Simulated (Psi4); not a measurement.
ammonia (H3N), singlet, at a GFN2-xTB geometry; MP2/aug-cc-pVDZ run with Psi4.

Psi4 was given this input:
```
memory 2 GB

molecule mol {
0 1
  N    -0.000889    0.002201    0.110024
  H     0.015877    0.938466   -0.275490
  H     0.812490   -0.488757   -0.240501
  H    -0.822147   -0.465118   -0.254176
}

set basis aug-cc-pvdz
set reference rhf
set freeze_core true
set mp2_type conv
set scf_type pk
set puream true
set d_convergence 1e-8

energy('mp2')
print_variables()
```

Output, abridged:

```
   => Loading Basis Set <=

    Name: AUG-CC-PVDZ
    Role: ORBITAL
    Keyword: BASIS

         ---------------------------------------------------------
                                   SCF
               by Justin Turney, Rob Parrish, Andy Simmonett
                          and Daniel G. A. Smith
                              RHF Reference
         ---------------------------------------------------------

  ==> Geometry <==

    Molecular point group: c1
    Full point group: C1

    Geometry (in Angstrom), charge = 0, multiplicity = 1:

       Center              X                  Y                   Z               Mass
    ------------   -----------------  -----------------  -----------------  -----------------
         N           -0.000526033843     0.001302920778     0.065124670833    14.003074004430
         H            0.016239966157     0.937567920778    -0.320389329167     1.007825032230
         H            0.812852966157    -0.489655079222    -0.285400329167     1.007825032230
         H           -0.821784033843    -0.466016079222    -0.299075329167     1.007825032230

  Running in c1 symmetry.

  Rotational constants: A =     10.02561  B =     10.02560  C =      6.25817 [cm^-1]
  Rotational constants: A = 300560.27291  B = 300559.79655  C = 187615.26427 [MHz]
  Nuclear repulsion =   11.944769670360387

  Charge       = 0
  Multiplicity = 1
  Electrons    = 10
  Nalpha       = 5
  Nbeta        = 5

  ==> Algorithm <==

  SCF Algorithm Type is PK.
  DIIS enabled.
  MOM disabled.
  Fractional occupation disabled.
  Guess Type is SAD.
  Energy threshold   = 1.00e-08
  Density threshold  = 1.00e-08
  Integral threshold = 1.00e-12

  ==> Primary Basis <==

  Basis Set: AUG-CC-PVDZ
    Blend: AUG-CC-PVDZ
    Number of shells: 24
    Number of basis functions: 50
    Number of Cartesian functions: 52
    Spherical Harmonics?: true
    Max angular momentum: 2

  ==> Integral Setup <==

  Using in-core PK algorithm.
   Calculation information:
      Number of atoms:                   4
      Number of AO shells:              24
      Number of primitives:             46
      Number of atomic orbitals:        52
      Number of basis functions:        50

      Integral cutoff                 1.00e-12
      Number of threads:                 1

  Performing in-core PK
  Using 1626900 doubles for integral storage.
  We computed 45150 shell quartets total.
  Whereas there are 45150 unique shell quartets.

  ==> DiskJK: Disk-Based J/K Matrices <==

    J tasked:                  Yes
    K tasked:                  Yes
    wK tasked:                  No
    Schwarz Cutoff:          1E-12

  Minimum eigenvalue in the overlap matrix is 2.1964294075E-03.
  Reciprocal condition number of the overlap matrix is 3.0150174268E-04.
    Using symmetric orthogonalization.

  ==> Pre-Iterations <==

  SCF Guess: Superposition of Atomic Densities via on-the-fly atomic UHF (no occupation information).

   -------------------------
    Irrep   Nso     Nmo
   -------------------------
     A         50      50
   -------------------------
    Total      50      50
   -------------------------

  ==> Iterations <==

                        Total Energy        Delta E     RMS |[F,P]|

   @RHF iter SAD:   -55.63349528938004   -5.56335e+01   0.00000e+00
   @RHF iter   1:   -56.10835180038077   -4.74857e-01   9.05647e-03 ADIIS/DIIS
   @RHF iter   2:   -56.17754043011718   -6.91886e-02   5.07104e-03 ADIIS/DIIS
   @RHF iter   3:   -56.20470335792822   -2.71629e-02   5.23100e-04 ADIIS/DIIS
   @RHF iter   4:   -56.20535610050197   -6.52743e-04   8.27858e-05 DIIS
   @RHF iter   5:   -56.20537387092092   -1.77704e-05   1.57122e-05 DIIS
   @RHF iter   6:   -56.20537491348734   -1.04257e-06   3.43515e-06 DIIS
   @RHF iter   7:   -56.20537497035221   -5.68649e-08   6.51854e-07 DIIS
   @RHF iter   8:   -56.20537497260425   -2.25204e-09   1.02573e-07 DIIS
   @RHF iter   9:   -56.20537497265867   -5.44205e-11   2.83634e-08 DIIS
   @RHF iter  10:   -56.20537497266258   -3.90799e-12   5.07469e-09 DIIS
  Energy and wave function converged.

  ==> Post-Iterations <==

    Orbital Energies [Eh]
    ---------------------

    Doubly Occupied:

[...]
    Virtual:

[...]
    Final Occupation by Irrep:
              A
    DOCC [     5 ]
    NA   [     5 ]
    NB   [     5 ]

  @RHF Final Energy:   -56.20537497266258

   => Energetics <=

    Nuclear Repulsion Energy =             11.9447696703603867
    One-Electron Energy =                 -99.5415728782468818
    Two-Electron Energy =                  31.3914282352239162
    Total Energy =                        -56.2053749726625824

Computation Completed

Properties will be evaluated at   0.000000,   0.000000,   0.000000 [a0]

Properties computed using the SCF density matrix

 Multipole Moments:

 ------------------------------------------------------------------------------------
     Multipole            Electronic (a.u.)      Nuclear  (a.u.)        Total (a.u.)
 ------------------------------------------------------------------------------------

 L = 1.  Multiply by 2.5417464519 to convert [e a0] to [Debye]
 Dipole X            :         -0.0018517            0.0068534            0.0050017
 Dipole Y            :          0.0045854           -0.0169750           -0.0123896
 Dipole Z            :          0.2292151           -0.8484725           -0.6192574
 Magnitude           :                                                    0.6194015

 ------------------------------------------------------------------------------------

 MINTS: Wrapper to libmints.
   by Justin Turney

   Calculation information:
      Number of threads:                 1
      Number of atoms:                   4
      Number of AO shells:              24
      Number of SO shells:              24
      Number of primitives:             46
      Number of atomic orbitals:        52
      Number of basis functions:        50

      Number of irreps:                  1
[...]
  DIE_IF_NOT_CONVERGED          => (empty)
[...]
  FREEZE_CORE_POLICY            => (empty)
  FROZEN_DOCC                   => (empty)
  FROZEN_UOCC                   => (empty)
  INTEGRAL_PACKAGE              => (empty)
  IP_POLES                      => (empty)
  LEVEL_SHIFT                   => (empty)
  LITERAL_CFOUR                 => (empty)
  LS_THC_BASIS_TOLERANCE        => (empty)
  LS_THC_DF                     => (empty)
  LS_THC_PRUNING_SCHEME         => (empty)
  LS_THC_RADIAL_POINTS          => (empty)
  LS_THC_SPHERICAL_POINTS       => (empty)
  LS_THC_S_EPSILON              => (empty)
  LS_THC_WEIGHTS_TOLERANCE      => (empty)
  MAT_NUM_COLUMN_PRINT          => (empty)
  MAX_MOGRAD_CONVERGENCE        => (empty)
  MAX_RADIAL_MOMENT             => (empty)
  MBIS_D_CONVERGENCE            => (empty)
  MBIS_MAXITER                  => (empty)
  MBIS_PRUNING_SCHEME           => (empty)
  MBIS_RADIAL_POINTS            => (empty)
  MBIS_SPHERICAL_POINTS         => (empty)
  MOGRAD_DAMPING                => (empty)
  MOLDEN_WITH_VIRTUAL           => (empty)
  MO_MAXITER                    => (empty)
  MO_READ                       => (empty)
  MO_STEP_MAX                   => (empty)
  MO_WRITE                      => (empty)
  MP2_OS_SCALE                  => (empty)
  MP2_SOS_SCALE                 => (empty)
  MP2_SOS_SCALE2                => (empty)
  MP2_SS_SCALE                  => (empty)
  MP2_TYPE                      => CONV            !
  MP_TYPE                       => (empty)
  NAT_ORBS                      => (empty)
  NUM_FROZEN_DOCC               => (empty)
  NUM_FROZEN_UOCC               => (empty)
  NUM_GPUS                      => (empty)
  OCC_ORBS_PRINT                => (empty)
  OEPROP                        => (empty)
  OPT_METHOD                    => (empty)
  ORBITAL_OPTIMIZER_PACKAGE     => (empty)
  ORB_OPT                       => FALSE           !
  ORB_RESP_SOLVER               => (empty)
  ORTH_TYPE                     => (empty)
  OS_SCALE                      => (empty)
  PARENT_SYMMETRY               => (empty)
  PCG_BETA_TYPE                 => (empty)
  PCG_CONVERGENCE               => (empty)
  PCG_MAXITER                   => (empty)
  PCM                           => (empty)
  PE                            => (empty)
  PRINT                         => (empty)
  PRINT_NOONS                   => (empty)
  PROPERTIES                    => (empty)
  PROPERTIES_ORIGIN             => (empty)
  PUREAM                        => TRUE            !
  QC_MODULE                     => (empty)
  RAS1                          => (empty)
  RAS2                          => (empty)
  RAS3                          => (empty)
  RAS4                          => (empty)
  RELATIVISTIC                  => (empty)
  RELAXED                       => (empty)
  REMP_A                        => (empty)
  RESTRICTED_DOCC               => (empty)
  RESTRICTED_UOCC               => (empty)
  RMS_MOGRAD_CONVERGENCE        => (empty)
  R_CONVERGENCE                 => (empty)
  SCF_TYPE                      => PK              !
  SCREENING                     => (empty)
  SCS_TYPE                      => (empty)
  SOCC                          => (empty)
  SOS_TYPE                      => (empty)
  SPIN_SCALE_TYPE               => NONE            !
  SS_SCALE                      => (empty)
  SYMMETRIZE                    => (empty)
  TPDM_ABCD_TYPE                => (empty)
  WFN                           => (empty)
  WFN_TYPE                      => OMP2            !
  WRITER_FILE_LABEL             => (empty)
  ZORA_BASIS_TOLERANCE          => (empty)
  ZORA_NR_DEBUG                 => (empty)
  ZORA_PRUNING_SCHEME           => (empty)
  ZORA_RADIAL_POINTS            => (empty)
  ZORA_SPHERICAL_POINTS         => (empty)

 ==============================================================================
 ==============================================================================
 ==============================================================================

                             MP2
                    Program Written by Ugur Bozkaya,
              Additional Contributions by J. P. Misiewicz

 ==============================================================================
 ==============================================================================
 ==============================================================================

	MO spaces per irreps...

	IRREP   FC    OCC   VIR  FV
	==============================
	   A     1     4    45    0
	==============================

	Cost of iabc is      0 MB
	Cost of abcd is     24 MB
	Switching to the incore algorithm for iabc..
	Switching to the incore algorithm for abcd..

	Computing MP2 energy using SCF MOs (Canonical MP2)...
	==============================================================================
	Nuclear Repulsion Energy (a.u.)    :    11.94476967036039
	SCF Energy (a.u.)                  :   -56.20537497266258
	REF Energy (a.u.)                  :   -56.20537497266258
	Alpha-Alpha Contribution (a.u.)    :    -0.02306138355368
	Alpha-Beta Contribution (a.u.)     :    -0.15321924961805
	Beta-Beta Contribution (a.u.)      :    -0.02306138355368
	Scaled_SS Correlation Energy (a.u.):    -0.01537425570245
	Scaled_OS Correlation Energy (a.u.):    -0.18386309954166
	SCS-MP2 Total Energy (a.u.)        :   -56.40461232790669
	SOS-MP2 Total Energy (a.u.)        :   -56.38923807220424
	SCSN-MP2 Total Energy (a.u.)       :   -56.28655104277153
	SCS-MP2-VDW Total Energy (a.u.)    :   -56.42455699572736
	SOS-PI-MP2 Total Energy (a.u.)     :   -56.41988192212785
	MP2 Correlation Energy (a.u.)      :    -0.19934201672541
	MP2 Total Energy (a.u.)            :   -56.40471698938799
	==============================================================================

  Variable Map:
  ----------------------------------------------------------------------------
[...]
  Array Variable Map:
  ----------------------------------------------------------------------------
[...]
[...]
```
